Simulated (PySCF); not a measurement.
C4H6Cl2N2Pd, charge +1, doublet, geometry from GFN2-xTB (such geometries of metal compounds can be far from the true shape) (the multiplicity is a formal guess) (all electrons, no relativity). Base run: PBE0/3-21G (PySCF).

Geometry (Å):
```xyz
15

Pd    -0.0005     0.0002     0.0014
Cl     2.0604    -0.8593    -0.0493
Cl    -2.0612     0.8598     0.0552
C      1.7279     4.1433     0.0087
C      1.1844     2.8395     0.0074
N      0.7410     1.7776     0.0065
H      2.2099     4.3434    -0.9498
H      2.4673     4.2343     0.8063
H      0.9338     4.8744     0.1703
C     -1.7244    -4.1448    -0.0223
C     -1.1828    -2.8401    -0.0136
N     -0.7417    -1.7774    -0.0061
H     -2.6255    -4.1748     0.5927
H     -0.9938    -4.8507     0.3765
H     -1.9790    -4.4320    -1.0439
```
Charge +1, spin multiplicity 2.
Orbitals are unrestricted.
All else is at PySCF's defaults.

The base run was repeated with changes; each row names its change, and settings that it needs were set with it.

```json
[
 {"change": "base", "E (Eh)": "-6096.11550", "HOMO (eV)": "-12.27", "<S^2>": "0.753", "core-seconds (rough)": "50", "outcome": "converged"},
 {"change": "functional = wb97x_v", "E (Eh)": "-", "HOMO (eV)": "-", "<S^2>": "-", "core-seconds (rough)": "-", "outcome": "cut at the time limit"},
 {"change": "functional = wb97x", "E (Eh)": "-6097.03374", "HOMO (eV)": "-13.58", "<S^2>": "0.753", "core-seconds (rough)": "200", "outcome": "converged"},
 {"change": "functional = mn15", "E (Eh)": "-6095.88435", "HOMO (eV)": "-12.65", "<S^2>": "0.751", "core-seconds (rough)": "100", "outcome": "converged"},
 {"change": "functional = r2scan", "E (Eh)": "-6096.75602", "HOMO (eV)": "-11.08", "<S^2>": "0.751", "core-seconds (rough)": "50", "outcome": "converged"},
 {"change": "functional = m06l", "E (Eh)": "-", "HOMO (eV)": "-", "<S^2>": "-", "core-seconds (rough)": "-", "outcome": "not converged"},
 {"change": "functional = pbe0; dispersion = d4", "E (Eh)": "-6096.12918", "HOMO (eV)": "-12.27", "<S^2>": "0.753", "core-seconds (rough)": "30", "outcome": "converged"},
 {"change": "functional = bp86", "E (Eh)": "-6097.66524", "HOMO (eV)": "-10.83", "<S^2>": "0.751", "core-seconds (rough)": "30", "outcome": "converged"},
 {"change": "functional = b3lyp", "E (Eh)": "-6097.16372", "HOMO (eV)": "-11.94", "<S^2>": "0.752", "core-seconds (rough)": "40", "outcome": "converged"},
 {"change": "functional = b97m_v", "E (Eh)": "-", "HOMO (eV)": "-", "<S^2>": "-", "core-seconds (rough)": "-", "outcome": "cut at the time limit"}
]
```

Absolute energies of different levels of theory aren't comparable as measures of quality.

Open shells are given as the SCF converged; they aren't shown to be the lowest states, and a large step between rows can be another state.
